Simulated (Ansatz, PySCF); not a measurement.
Reaction (SMILES): P[Si](P)(P)P + 4 [H][H] (H2) -> 4 P (PH3) + [SiH4] (SiH4)
Structures are relaxed separately at B3LYP-D3(BJ)/def2-TZVP in Ansatz (an electronic-structure program), one conformer each, not searched for the lowest.
Geometry of the first species:
SMILES: P[Si](P)(P)P
```xyz
13

P      2.1835    -0.0786     0.6006
Si    -0.0025     0.0047     0.0003
P     -0.4262     1.8195    -1.2907
P     -0.4056    -1.9170    -1.1358
P     -1.1959     0.0751     1.9278
H      2.6544     0.2113    -0.7067
H      2.2267     1.2773     1.0192
H      0.1977     1.2864    -2.4496
H     -1.7240     1.3881    -1.6743
H     -1.8111    -1.7224    -1.1603
H     -0.4396    -2.7405     0.0202
H     -0.9744     1.4596     2.1565
H     -2.4309     0.2887     1.2613
```
Charge 0, spin multiplicity 1.

Wanted: energy of full hydrogenation (enthalpy at 298 K, with B3LYP-D3(BJ) rigid-rotor harmonic-oscillator terms from PySCF), in kcal/mol. Correlated levels leave the core frozen unless marked. No spin-orbit coupling. Non-relativistic. CBS marks a two-point X^-3 extrapolation of the correlation energy; Hartree-Fock from the larger set.

| level | program | energy of full hydrogenation (kcal/mol) |
|---|---|---|
| SVWN5/def2-TZVPD | Ansatz | ? |
| PBE0/def2-TZVPD | Ansatz | ? |
| HSE06/def2-TZVPD | Ansatz | 8.1 |
| CAM-B3LYP/def2-TZVPD | Ansatz | -7.0 |
| SCS-MP2/6-31G | Ansatz | 19.9 |
| SCS-MP2/cc-pV(D+d)Z | Ansatz | -6.8 |
| CCSD/6-31G | Ansatz | 20.6 |
| CCSD(T)/CBS(cc-pV(T+d)Z,cc-pV(Q+d)Z) | Ansatz | 10.7 |

Q: Some entries are withheld; supply them.

A: 
- SVWN5/def2-TZVPD, energy of full hydrogenation (kcal/mol): 14.3
- PBE0/def2-TZVPD, energy of full hydrogenation (kcal/mol): 7.8
